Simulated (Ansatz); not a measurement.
GeH₈Si₂ (`[SiH3][SiH2][GeH3]`) at its PBE0-D4/def2-TZVP geometry, where that method's forces vanish. The species carries charge 0 and has multiplicity 1.

```
atom   x (Å)   y (Å)   z (Å)
 Si1  -1.073   1.566   0.525
 Si2  -0.734  -0.607  -0.266
 Ge3   1.590  -1.113  -0.328
  H4  -2.521   1.904   0.573
  H5  -0.384   2.537  -0.366
  H6  -0.506   1.695   1.894
  H7  -1.303  -0.741  -1.636
  H8  -1.426  -1.582   0.622
  H9   2.197  -0.993   1.080
 H10   2.323  -0.126  -1.253
 H11   1.838  -2.540  -0.845
```

Problem. For each bond, give half the difference of the two atoms' forces along it (eV/Å; positive pushes the atoms apart) under PBE-D4, r2SCAN-D4, B3LYP-D4, ωB97M-V in def2-TZVPP. (Best estimate.)

Solution. The calculation gave: 
```tsv
bond	length (Å)	PBE-D4	r2SCAN-D4	B3LYP-D4	ωB97M-V
Si1–Si2	2.337	-0.08	0.02	0.11	0.08
Si1–H4	1.488	0.09	-0.01	-0.07	-0.11
Si1–H5	1.488	0.09	-0.02	-0.07	-0.10
Si1–H6	1.488	0.09	-0.02	-0.07	-0.10
Si2–Ge3	2.380	-0.05	-0.01	0.10	0.04
Si2–H7	1.490	0.10	-0.01	-0.10	-0.11
Si2–H8	1.490	0.10	-0.01	-0.10	-0.11
Ge3–H9	1.538	0.09	-0.04	0.00	-0.06
Ge3–H10	1.538	0.09	-0.04	0.00	-0.06
Ge3–H11	1.538	0.09	-0.04	-0.01	-0.07
```

B3LYP here is the variant with VWN-RPA as its local correlation; programs differ in this.

Program: Ansatz 0.2.0.
